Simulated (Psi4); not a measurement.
Calculation: SAPT0/jun-cc-pVDZ, frozen core in Psi4.

Psi4 input:

```
molecule {
0 1
Ge -0.00000022 -0.00000425 0.00000176
H -0.86463543 -0.62633089 -1.10408996
H 0.26084057 1.47713335 -0.33002165
H 1.33806749 -0.74870355 0.08899889
H -0.73427241 -0.10209467 1.34511096
--
0 1
O 2.15127711 0.82741896 -2.01834236
C 3.25913598 1.14038720 -1.91868239
S 4.75686308 1.56349212 -1.78395026
units angstrom
symmetry c1
no_reorient
no_com
}
set basis jun-cc-pvdz
set scf_type df
set freeze_core true
energy('sapt0')
```

Part of the output:

```
    SAPT Results
  --------------------------------------------------------------------------------------------------------
    Electrostatics                 -4.14660355 [mEh]      -2.60203301 [kcal/mol]     -10.88690611 [kJ/mol]
      Elst10,r                     -4.14660355 [mEh]      -2.60203301 [kcal/mol]     -10.88690611 [kJ/mol]

    Exchange                        9.70961355 [mEh]       6.09287449 [kcal/mol]      25.49258686 [kJ/mol]
      Exch10                        9.70961355 [mEh]       6.09287449 [kcal/mol]      25.49258686 [kJ/mol]
      Exch10(S^2)                   9.65621287 [mEh]       6.05936506 [kcal/mol]      25.35238339 [kJ/mol]

    Induction                      -0.89414259 [mEh]      -0.56108294 [kcal/mol]      -2.34757104 [kJ/mol]
      Ind20,r                      -3.87209683 [mEh]      -2.42977744 [kcal/mol]     -10.16618882 [kJ/mol]
      Exch-Ind20,r                  3.62768729 [mEh]       2.27640814 [kcal/mol]       9.52449167 [kJ/mol]
      delta HF,r (2)               -0.64973305 [mEh]      -0.40771365 [kcal/mol]      -1.70587389 [kJ/mol]

    Dispersion                     -3.21277287 [mEh]      -2.01604542 [kcal/mol]      -8.43513402 [kJ/mol]
      Disp20                       -3.84404606 [mEh]      -2.41217532 [kcal/mol]     -10.09254155 [kJ/mol]
      Exch-Disp20                   0.63127319 [mEh]       0.39612991 [kcal/mol]       1.65740753 [kJ/mol]
      Disp20 (SS)                  -1.92202303 [mEh]      -1.20608766 [kcal/mol]      -5.04627077 [kJ/mol]
      Disp20 (OS)                  -1.92202303 [mEh]      -1.20608766 [kcal/mol]      -5.04627077 [kJ/mol]
      Exch-Disp20 (SS)              0.31979538 [mEh]       0.20067463 [kcal/mol]       0.83962265 [kJ/mol]
      Exch-Disp20 (OS)              0.31147781 [mEh]       0.19545528 [kcal/mol]       0.81778488 [kJ/mol]

  Total HF                          4.66886742 [mEh]       2.92975854 [kcal/mol]      12.25810971 [kJ/mol]
  Total SAPT0                       1.45609454 [mEh]       0.91371312 [kcal/mol]       3.82297569 [kJ/mol]
```
